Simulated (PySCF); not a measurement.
Constitutional and geometric isomers with formula H5NSi2. Isolated molecules, 0 K electronic values unless said otherwise. Strings in code marks are SMILES.

The S1 excitation (TDA) from two functionals at the same geometries (CAM-B3LYP-D3(BJ)/def2-TZVP), both in PySCF: PBE-D3(BJ)/def2-TZVP and TPSSh-D3(BJ)/def2-TZVP. Excitations are Tamm–Dancoff values on a coarser integration grid. The basis has no diffuse functions, so Rydberg states are missing or too high.

| species | PBE-D3(BJ)/def2-TZVP (eV) | TPSSh-D3(BJ)/def2-TZVP (eV) |
|---|---|---|
| `[SiH](=[SiH2])N` | 3.94 | 4.22 |
| `[H]/N=[SiH]\[SiH3]` | 3.43 | 3.63 |
| `[SiH2]=N[SiH3]` | 3.16 | 3.48 |

Over these rows, drawn at random from the members with no instability flagged (it was tested for open shells, ions and some series alone), PBE minus TPSSh-D3(BJ): mean -0.26 eV, from -0.32 eV to -0.20 eV.
